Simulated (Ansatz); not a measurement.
Relaxation of tri-p-tolylsulfonium bromide, `Cc1ccc([S+](c2ccc(C)cc2)c2ccc(C)cc2)cc1.[Br-]` with RKS PBE-D4/def2-SVP.

```sh
$ ansatz run in.yaml --threads 2 --pin off --events-out ev --progress --plain --max-ram 32768MiB --backend cuda --devices 0, --max-vram 18GiB
```

```yaml
crystal:
  periodic: [false, false, false]
  atoms:
    - {symbol: C, position_ang: [4.747160, 0.031820, -3.241750]}
    - {symbol: C, position_ang: [3.775100, 0.000660, -2.104260]}
    - {symbol: C, position_ang: [3.649430, -1.122460, -1.296920]}
    - {symbol: C, position_ang: [2.764270, -1.135190, -0.233490]}
    - {symbol: C, position_ang: [1.994520, -0.012810, 0.027910]}
    - {symbol: S, position_ang: [0.945810, -0.081540, 1.483880]}
    - {symbol: C, position_ang: [-0.240690, -1.362260, 0.847830]}
    - {symbol: C, position_ang: [-1.103130, -1.854590, 1.815140]}
    - {symbol: C, position_ang: [-2.049970, -2.804660, 1.487790]}
    - {symbol: C, position_ang: [-2.145390, -3.290580, 0.187120]}
    - {symbol: C, position_ang: [-3.180560, -4.315320, -0.161500]}
    - {symbol: C, position_ang: [-1.269170, -2.797520, -0.769320]}
    - {symbol: C, position_ang: [-0.322820, -1.837710, -0.447290]}
    - {symbol: C, position_ang: [-0.303010, 1.201520, 1.289630]}
    - {symbol: C, position_ang: [-0.915340, 1.441860, 0.071130]}
    - {symbol: C, position_ang: [-1.880270, 2.428160, -0.016450]}
    - {symbol: C, position_ang: [-2.262150, 3.161560, 1.102110]}
    - {symbol: C, position_ang: [-3.285980, 4.246610, 0.981210]}
    - {symbol: C, position_ang: [-1.661480, 2.874960, 2.321900]}
    - {symbol: C, position_ang: [-0.684280, 1.902410, 2.420580]}
    - {symbol: C, position_ang: [2.118880, 1.124280, -0.751180]}
    - {symbol: C, position_ang: [2.999770, 1.119710, -1.815080]}
    - {symbol: H, position_ang: [4.297810, 0.490660, -4.120370]}
    - {symbol: H, position_ang: [5.618110, 0.625960, -2.964730]}
    - {symbol: H, position_ang: [5.082170, -0.970330, -3.496510]}
    - {symbol: H, position_ang: [4.255050, -1.994880, -1.494420]}
    - {symbol: H, position_ang: [2.673910, -2.007760, 0.396360]}
    - {symbol: H, position_ang: [-1.026410, -1.481200, 2.826960]}
    - {symbol: H, position_ang: [-2.720760, -3.178270, 2.247440]}
    - {symbol: H, position_ang: [-3.128560, -5.159540, 0.524100]}
    - {symbol: H, position_ang: [-4.177270, -3.882190, -0.080000]}
    - {symbol: H, position_ang: [-3.045290, -4.678260, -1.177080]}
    - {symbol: H, position_ang: [-1.323160, -3.166670, -1.783920]}
    - {symbol: H, position_ang: [0.345450, -1.475140, -1.215260]}
    - {symbol: H, position_ang: [-0.643290, 0.872360, -0.804180]}
    - {symbol: H, position_ang: [-2.344050, 2.631520, -0.971000]}
    - {symbol: H, position_ang: [-3.590290, 4.606110, 1.960670]}
    - {symbol: H, position_ang: [-4.163690, 3.892320, 0.443350]}
    - {symbol: H, position_ang: [-2.869970, 5.085120, 0.422880]}
    - {symbol: H, position_ang: [-1.950840, 3.425400, 3.204490]}
    - {symbol: H, position_ang: [-0.201950, 1.705820, 3.364920]}
    - {symbol: H, position_ang: [1.560190, 2.016040, -0.514220]}
    - {symbol: H, position_ang: [3.100130, 2.008700, -2.420280]}
    - {symbol: Br, position_ang: [2.561980, 1.715300, 2.451800]}
basis:
  gaussian: {orbitals: def2-SVP, fitting: {mean_field: def2-universal-jkfit}}
hamiltonian: {xc: pbe, dispersion: d4}
scf: {lower_state_search: "off"}
output: {orbitals: {seedname: orbitals}}
relax: {f_tol: 0.03, max_steps: 70}
```

It took 76 s on 2 threads of AMD EPYC 7R13 on a shared host and a share (18 GiB) of an NVIDIA H100 80GB HBM3.

Positions (Å) and forces (eV/Å) at steps 1, 2, 3, 4, 5, 6 of 27:

```xyz
44
step=1 energy=-102930.0958 eV
C     4.747    0.032   -3.242   -0.326   -0.048    0.381
C     3.775    0.001   -2.104    0.441   -0.039   -0.533
C     3.649   -1.122   -1.297    0.036   -0.060   -0.020
C     2.764   -1.135   -0.233   -0.160   -0.131    0.293
C     1.995   -0.013    0.028   -0.164   -0.074    0.456
S     0.946   -0.082    1.484   -0.283   -0.221   -0.072
C    -0.241   -1.362    0.848    0.264    0.092   -0.062
C    -1.103   -1.855    1.815    0.092    0.050    0.229
C    -2.050   -2.805    1.488   -0.021    0.028    0.092
C    -2.145   -3.291    0.187   -0.508   -0.512   -0.179
C    -3.181   -4.315   -0.162    0.369    0.344    0.093
C    -1.269   -2.798   -0.769    0.041   -0.002   -0.113
C    -0.323   -1.838   -0.447    0.172    0.001   -0.290
C    -0.303    1.202    1.290    0.419   -0.209    0.123
C    -0.915    1.442    0.071    0.073   -0.139   -0.215
C    -1.880    2.428   -0.016   -0.018    0.016   -0.094
C    -2.262    3.162    1.102   -0.488    0.491   -0.071
C    -3.286    4.247    0.981    0.343   -0.360    0.066
C    -1.661    2.875    2.322   -0.023   -0.081    0.061
C    -0.684    1.902    2.421    0.164   -0.069    0.285
C     2.119    1.124   -0.751   -0.185    0.256    0.007
C     3.000    1.120   -1.815   -0.092    0.028    0.009
H     4.298    0.491   -4.120   -0.198    0.277   -0.595
H     5.618    0.626   -2.965    0.599    0.359    0.074
H     5.082   -0.970   -3.497    0.274   -0.586   -0.228
H     4.255   -1.995   -1.494    0.403   -0.609   -0.134
H     2.674   -2.008    0.396   -0.030   -0.630    0.387
H    -1.026   -1.481    2.827    0.008    0.230    0.752
H    -2.721   -3.178    2.247   -0.471   -0.265    0.555
H    -3.129   -5.160    0.524   -0.049   -0.572    0.384
H    -4.177   -3.882   -0.080   -0.674    0.178    0.034
H    -3.045   -4.678   -1.177    0.015   -0.282   -0.619
H    -1.323   -3.167   -1.784   -0.050   -0.257   -0.693
H     0.345   -1.475   -1.215    0.406    0.238   -0.472
H    -0.643    0.872   -0.804    0.133   -0.371   -0.562
H    -2.344    2.632   -0.971   -0.317    0.121   -0.665
H    -3.590    4.606    1.961   -0.256    0.279    0.566
H    -4.164    3.892    0.443   -0.585   -0.139   -0.330
H    -2.870    5.085    0.423    0.166    0.584   -0.350
H    -1.951    3.425    3.204   -0.209    0.372    0.627
H    -0.202    1.706    3.365    0.423   -0.098    0.623
H     1.560    2.016   -0.514   -0.337    0.574    0.193
H     3.100    2.009   -2.420    0.049    0.623   -0.420
Br    2.562    1.715    2.452    0.554    0.611    0.430
44
step=2 energy=-102930.5203 eV
C     4.794    0.009   -3.263   -0.140   -0.018    0.159
C     3.818   -0.011   -2.117    0.151   -0.026   -0.192
C     3.681   -1.139   -1.294   -0.004    0.002   -0.009
C     2.790   -1.142   -0.216   -0.090   -0.071    0.132
C     2.032    0.002    0.047   -0.087    0.023    0.079
S     0.924   -0.066    1.465    0.024   -0.004    0.119
C    -0.244   -1.391    0.824   -0.008   -0.069   -0.024
C    -1.096   -1.901    1.811    0.033    0.107    0.111
C    -2.054   -2.860    1.486    0.026   -0.007    0.011
C    -2.167   -3.351    0.174   -0.184   -0.192   -0.042
C    -3.214   -4.378   -0.170    0.155    0.144    0.032
C    -1.286   -2.853   -0.797    0.033    0.013   -0.003
C    -0.329   -1.882   -0.481    0.071    0.125   -0.134
C    -0.301    1.250    1.283    0.122   -0.047   -0.051
C    -0.947    1.480    0.065    0.010   -0.090   -0.100
C    -1.921    2.476   -0.012   -0.033   -0.022   -0.039
C    -2.298    3.214    1.121   -0.178    0.164   -0.002
C    -3.337    4.298    1.012    0.141   -0.150    0.032
C    -1.670    2.924    2.344    0.059   -0.006   -0.038
C    -0.658    1.966    2.428    0.105   -0.007    0.203
C     2.165    1.146   -0.743   -0.047    0.151    0.022
C     3.042    1.124   -1.825   -0.001    0.004    0.035
H     4.347    0.470   -4.159   -0.051    0.077   -0.175
H     5.685    0.607   -2.999    0.173    0.096    0.015
H     5.135   -1.005   -3.525    0.081   -0.170   -0.064
H     4.278   -2.034   -1.498    0.107   -0.157   -0.021
H     2.682   -2.032    0.411    0.013   -0.160    0.087
H    -1.018   -1.522    2.838   -0.008    0.035    0.191
H    -2.725   -3.240    2.265   -0.111   -0.068    0.152
H    -3.166   -5.240    0.517   -0.018   -0.168    0.107
H    -4.226   -3.947   -0.081   -0.196    0.044    0.011
H    -3.093   -4.750   -1.200   -0.001   -0.081   -0.171
H    -1.352   -3.223   -1.826   -0.006   -0.072   -0.179
H     0.332   -1.504   -1.267    0.136    0.065   -0.117
H    -0.704    0.884   -0.820    0.052   -0.082   -0.143
H    -2.412    2.669   -0.973   -0.074    0.036   -0.169
H    -3.648    4.663    2.003   -0.076    0.081    0.163
H    -4.232    3.941    0.474   -0.174   -0.035   -0.093
H    -2.939    5.158    0.444    0.037    0.166   -0.090
H    -1.956    3.478    3.244   -0.045    0.104    0.167
H    -0.119    1.801    3.367    0.126   -0.042    0.093
H     1.620    2.060   -0.491   -0.113    0.132    0.061
H     3.141    2.021   -2.447    0.022    0.168   -0.103
Br    2.642    1.829    2.581   -0.036    0.006   -0.024
44
step=3 energy=-102930.5566 eV
C     4.807   -0.001   -3.256   -0.011    0.005    0.033
C     3.831   -0.011   -2.107    0.028   -0.012    0.002
C     3.681   -1.143   -1.283    0.009    0.016   -0.019
C     2.781   -1.146   -0.207   -0.028    0.011    0.024
C     2.025    0.006    0.053    0.041   -0.044   -0.032
S     0.906   -0.068    1.463    0.022    0.100   -0.022
C    -0.265   -1.395    0.815   -0.099   -0.032   -0.008
C    -1.109   -1.916    1.809    0.062   -0.004    0.032
C    -2.055   -2.894    1.484   -0.008    0.002   -0.025
C    -2.172   -3.382    0.164   -0.019   -0.004   -0.006
C    -3.214   -4.417   -0.180    0.035    0.008    0.005
C    -1.298   -2.864   -0.812   -0.012    0.027    0.025
C    -0.352   -1.873   -0.500    0.063   -0.050   -0.020
C    -0.294    1.271    1.269   -0.067   -0.001   -0.014
C    -0.967    1.485    0.055    0.011   -0.019    0.012
C    -1.947    2.483   -0.012   -0.001    0.021    0.026
C    -2.301    3.240    1.125    0.004    0.005    0.010
C    -3.354    4.314    1.031    0.023   -0.016   -0.001
C    -1.629    2.973    2.338   -0.005   -0.012   -0.053
C    -0.614    2.010    2.416   -0.020    0.034    0.048
C     2.174    1.161   -0.727   -0.023    0.021   -0.049
C     3.064    1.137   -1.806   -0.021   -0.024    0.024
H     4.366    0.467   -4.160    0.006   -0.006    0.008
H     5.712    0.590   -2.998   -0.004   -0.006   -0.008
H     5.142   -1.022   -3.523   -0.004    0.009    0.005
H     4.280   -2.046   -1.484   -0.014    0.008   -0.001
H     2.669   -2.043    0.422    0.007    0.009   -0.020
H    -1.025   -1.550    2.847   -0.017   -0.006   -0.025
H    -2.717   -3.292    2.271    0.011    0.008   -0.015
H    -3.158   -5.290    0.502   -0.004    0.002   -0.009
H    -4.238   -3.997   -0.081    0.014   -0.008   -0.003
H    -3.100   -4.785   -1.219   -0.002    0.000    0.009
H    -1.358   -3.240   -1.846   -0.009    0.008    0.010
H     0.320   -1.494   -1.285   -0.027    0.020    0.022
H    -0.733    0.881   -0.833   -0.009    0.003    0.027
H    -2.456    2.670   -0.972    0.000   -0.010    0.022
H    -3.651    4.687    2.030    0.002   -0.004   -0.011
H    -4.264    3.947    0.512    0.016    0.008    0.010
H    -2.980    5.182    0.446   -0.014   -0.007    0.016
H    -1.894    3.544    3.243    0.013    0.004   -0.027
H    -0.043    1.858    3.345    0.011   -0.014   -0.062
H     1.620    2.076   -0.478    0.021   -0.026    0.023
H     3.176    2.042   -2.425    0.001   -0.012    0.013
Br    2.636    1.845    2.553    0.017   -0.007    0.025
44
step=4 energy=-102930.5616 eV
C     4.819   -0.008   -3.245    0.011    0.005    0.001
C     3.836   -0.016   -2.102   -0.021   -0.006    0.004
C     3.673   -1.151   -1.284   -0.004    0.009   -0.003
C     2.767   -1.152   -0.212   -0.007    0.010    0.005
C     2.017    0.004    0.046    0.024   -0.005   -0.027
S     0.897   -0.059    1.457    0.003   -0.002    0.005
C    -0.271   -1.391    0.811   -0.020   -0.065    0.015
C    -1.104   -1.926    1.809   -0.008    0.037   -0.011
C    -2.047   -2.906    1.481    0.006   -0.012   -0.016
C    -2.166   -3.389    0.158    0.020    0.001    0.008
C    -3.198   -4.433   -0.187   -0.008   -0.001   -0.003
C    -1.299   -2.859   -0.819    0.009   -0.003    0.015
C    -0.353   -1.869   -0.504   -0.047    0.036   -0.030
C    -0.309    1.275    1.265   -0.022    0.024   -0.005
C    -0.998    1.477    0.059    0.006    0.009    0.005
C    -1.973    2.481   -0.006   -0.017   -0.009    0.021
C    -2.305    3.254    1.128    0.014   -0.021    0.008
C    -3.358    4.328    1.040   -0.002    0.013   -0.005
C    -1.615    2.999    2.333    0.003    0.014   -0.026
C    -0.606    2.031    2.408   -0.005    0.038   -0.002
C     2.172    1.159   -0.732    0.029    0.015    0.004
C     3.069    1.133   -1.805    0.006   -0.005    0.010
H     4.384    0.461   -4.152    0.010   -0.012    0.022
H     5.726    0.580   -2.983   -0.020   -0.013   -0.004
H     5.152   -1.031   -3.510   -0.007    0.021    0.010
H     4.267   -2.057   -1.486   -0.014    0.021    0.007
H     2.649   -2.050    0.414    0.002    0.019   -0.021
H    -1.026   -1.557    2.846    0.004   -0.019   -0.027
H    -2.705   -3.310    2.268    0.019    0.006   -0.020
H    -3.134   -5.308    0.493    0.004    0.021   -0.016
H    -4.227   -4.023   -0.084    0.024   -0.013   -0.004
H    -3.084   -4.797   -1.227    0.001    0.008    0.022
H    -1.366   -3.227   -1.856    0.000    0.005    0.025
H     0.304   -1.469   -1.292   -0.012   -0.023    0.036
H    -0.782    0.860   -0.825   -0.006    0.017    0.031
H    -2.499    2.656   -0.959    0.011   -0.005    0.032
H    -3.644    4.707    2.041    0.008   -0.011   -0.023
H    -4.275    3.959    0.534    0.027    0.009    0.014
H    -2.991    5.195    0.447   -0.011   -0.018    0.018
H    -1.858    3.589    3.232    0.004   -0.020   -0.036
H    -0.015    1.888    3.326    0.007   -0.010   -0.043
H     1.632    2.080   -0.473   -0.010   -0.031   -0.006
H     3.193    2.041   -2.418   -0.004   -0.026    0.013
Br    2.649    1.831    2.563   -0.009   -0.009    0.000
44
step=5 energy=-102930.5660 eV
C     4.831   -0.011   -3.228    0.011    0.000   -0.019
C     3.837   -0.020   -2.095   -0.018    0.005    0.017
C     3.664   -1.156   -1.282   -0.008   -0.001    0.004
C     2.752   -1.157   -0.215    0.002    0.000   -0.011
C     2.006    0.001    0.041    0.006    0.015   -0.005
S     0.884   -0.054    1.452   -0.016   -0.053    0.010
C    -0.286   -1.388    0.806    0.004   -0.010    0.017
C    -1.108   -1.935    1.805   -0.003    0.009   -0.019
C    -2.041   -2.925    1.475    0.005   -0.012   -0.004
C    -2.160   -3.402    0.151    0.015    0.017    0.009
C    -3.178   -4.458   -0.195   -0.021   -0.012   -0.003
C    -1.307   -2.855   -0.828    0.006   -0.003   -0.006
C    -0.372   -1.855   -0.513   -0.024    0.004   -0.003
C    -0.318    1.284    1.259    0.012    0.040    0.014
C    -1.028    1.471    0.063   -0.012   -0.001    0.008
C    -2.002    2.477    0.003   -0.012    0.001    0.008
C    -2.305    3.271    1.131    0.020   -0.025   -0.004
C    -3.355    4.348    1.049   -0.024    0.017   -0.002
C    -1.590    3.035    2.324   -0.004    0.019   -0.004
C    -0.585    2.062    2.395   -0.005    0.008   -0.029
C     2.168    1.158   -0.734    0.013   -0.001    0.009
C     3.072    1.131   -1.801    0.009    0.009   -0.006
H     4.405    0.458   -4.138    0.007   -0.007    0.015
H     5.736    0.575   -2.958   -0.017   -0.007    0.003
H     5.164   -1.034   -3.490   -0.003    0.013    0.006
H     4.254   -2.064   -1.483   -0.006    0.013    0.005
H     2.626   -2.057    0.405    0.001    0.013   -0.006
H    -1.025   -1.576    2.844    0.003   -0.005   -0.014
H    -2.689   -3.342    2.263    0.012    0.003   -0.013
H    -3.100   -5.336    0.479    0.005    0.017   -0.011
H    -4.212   -4.064   -0.086    0.021   -0.009   -0.002
H    -3.064   -4.815   -1.237    0.002    0.005    0.013
H    -1.376   -3.217   -1.866    0.002    0.003    0.016
H     0.279   -1.445   -1.299   -0.012   -0.012    0.016
H    -0.833    0.838   -0.814   -0.004    0.021    0.025
H    -2.549    2.636   -0.940    0.013    0.000    0.030
H    -3.624    4.735    2.051    0.007   -0.008   -0.018
H    -4.281    3.977    0.562    0.020    0.009    0.008
H    -2.996    5.208    0.443   -0.001   -0.013    0.011
H    -1.810    3.642    3.217    0.006   -0.020   -0.034
H     0.028    1.929    3.300    0.006   -0.004   -0.022
H     1.626    2.078   -0.475   -0.008   -0.014   -0.011
H     3.202    2.039   -2.410   -0.001   -0.015    0.007
Br    2.659    1.815    2.566   -0.007   -0.010   -0.006
44
step=6 energy=-102930.5697 eV
C     4.843   -0.011   -3.199    0.006   -0.001   -0.019
C     3.833   -0.022   -2.080   -0.011    0.004    0.012
C     3.649   -1.160   -1.273   -0.002   -0.005    0.010
C     2.728   -1.162   -0.215    0.024   -0.003   -0.014
C     1.983   -0.003    0.037   -0.012    0.020    0.011
S     0.859   -0.054    1.446   -0.025   -0.058   -0.017
C    -0.311   -1.387    0.798    0.036    0.043    0.029
C    -1.114   -1.958    1.797   -0.015   -0.012   -0.023
C    -2.030   -2.963    1.466   -0.006    0.004    0.011
C    -2.152   -3.429    0.139    0.021    0.004    0.001
C    -3.149   -4.504   -0.209   -0.024   -0.010    0.002
C    -1.320   -2.854   -0.842    0.000   -0.011   -0.007
C    -0.401   -1.841   -0.525   -0.021    0.005    0.010
C    -0.328    1.299    1.251   -0.003    0.033    0.053
C    -1.072    1.464    0.073    0.007   -0.005    0.017
C    -2.038    2.476    0.018   -0.017    0.026    0.019
C    -2.298    3.302    1.134    0.030   -0.035   -0.013
C    -3.341    4.386    1.059   -0.032    0.014    0.001
C    -1.546    3.093    2.309   -0.017    0.025   -0.010
C    -0.549    2.111    2.375    0.012   -0.038   -0.060
C     2.150    1.153   -0.736   -0.007   -0.018    0.008
C     3.064    1.128   -1.793    0.002    0.013   -0.012
H     4.429    0.456   -4.116    0.000    0.001    0.002
H     5.741    0.578   -2.916   -0.004    0.003    0.006
H     5.183   -1.033   -3.455    0.001   -0.002    0.001
H     4.240   -2.068   -1.470    0.003   -0.003   -0.002
H     2.597   -2.063    0.402   -0.005   -0.001    0.009
H    -1.028   -1.609    2.839    0.008    0.003    0.005
H    -2.662   -3.402    2.255    0.007    0.001   -0.006
H    -3.045   -5.386    0.457    0.004    0.012   -0.005
H    -4.191   -4.136   -0.090    0.015   -0.006   -0.001
H    -3.033   -4.849   -1.254    0.000    0.000   -0.001
H    -1.391   -3.208   -1.883    0.001    0.000   -0.001
H     0.238   -1.413   -1.311    0.001   -0.008   -0.002
H    -0.908    0.809   -0.795   -0.010    0.018    0.028
H    -2.614    2.616   -0.912    0.012    0.005    0.032
H    -3.586    4.788    2.061    0.004   -0.004   -0.014
H    -4.279    4.016    0.596    0.013    0.007    0.003
H    -2.989    5.236    0.436    0.004   -0.003    0.002
H    -1.731    3.726    3.192    0.005   -0.023   -0.038
H     0.095    1.994    3.260   -0.013    0.000   -0.017
H     1.597    2.068   -0.485    0.005    0.009   -0.011
H     3.200    2.036   -2.402   -0.001    0.003   -0.003
Br    2.676    1.779    2.563    0.003   -0.008    0.002
```

Single mean-field runs in def2-SVP are fitted with def2-universal-jkfit.
